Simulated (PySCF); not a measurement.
Correlation energy of Cr²⁺ (chromium, charge +2)

[Ar] 3d3 4s1, high-spin 5F determinant (an excited configuration). Computed with PySCF 2.14 in x2c-TZVPPall, with scalar relativity by spin-free X2C-1e. Frozen: [Ar]; 4 electrons correlated.

| level | correlation energy (mhartree) |
| --- | --- |
| CCSD | -28.81 |
| (T) | -0.17 |
| CCSD(T) | -28.98 |

Diagnostics: T1 = 0.0037, D1 = 0.0073, largest double amplitude 0.016.

Cost of the coupled-cluster step: about 0.9 core-seconds, for 4 correlated electrons.

Iterations:

```
CC2 = 0
CCSD nocc = (np.int64(4), np.int64(0)), nmo = (55, 55)
frozen orbitals [[0, 1, 2, 3, 4, 5, 6, 7, 8], [0, 1, 2, 3, 4, 5, 6, 7, 8]]
max_cycle = 100
direct = 0
conv_tol = 1e-08
conv_tol_normt = 1e-06
diis_space = 8
diis_start_cycle = 0
Init t2, MP2 energy = -0.0246312745408888
Init E_corr(UCCSD) = -0.0246312745409588
cycle = 1  E_corr(UCCSD) = -0.0279860806186777  dE = -0.00335480608  norm(t1,t2) = 0.0138396
cycle = 2  E_corr(UCCSD) = -0.028590781027684  dE = -0.000604700409  norm(t1,t2) = 0.00458254
cycle = 3  E_corr(UCCSD) = -0.0288244791891281  dE = -0.000233698161  norm(t1,t2) = 0.00200873
cycle = 4  E_corr(UCCSD) = -0.0288071447880644  dE = 1.73344011e-05  norm(t1,t2) = 0.000620481
cycle = 5  E_corr(UCCSD) = -0.0288158254676897  dE = -8.68067963e-06  norm(t1,t2) = 0.00014504
cycle = 6  E_corr(UCCSD) = -0.0288148877936895  dE = 9.37674e-07  norm(t1,t2) = 3.90949e-05
cycle = 7  E_corr(UCCSD) = -0.0288149533272317  dE = -6.55335422e-08  norm(t1,t2) = 6.21109e-06
cycle = 8  E_corr(UCCSD) = -0.0288149420045814  dE = 1.13226503e-08  norm(t1,t2) = 6.65964e-07
cycle = 9  E_corr(UCCSD) = -0.0288149468993795  dE = -4.89479806e-09  norm(t1,t2) = 1.90978e-07
UCCSD converged
E(UCCSD) = -1048.691001952254  E_corr = -0.02881494689937949
UCCSD(T) correction = -0.00017406126306322
```
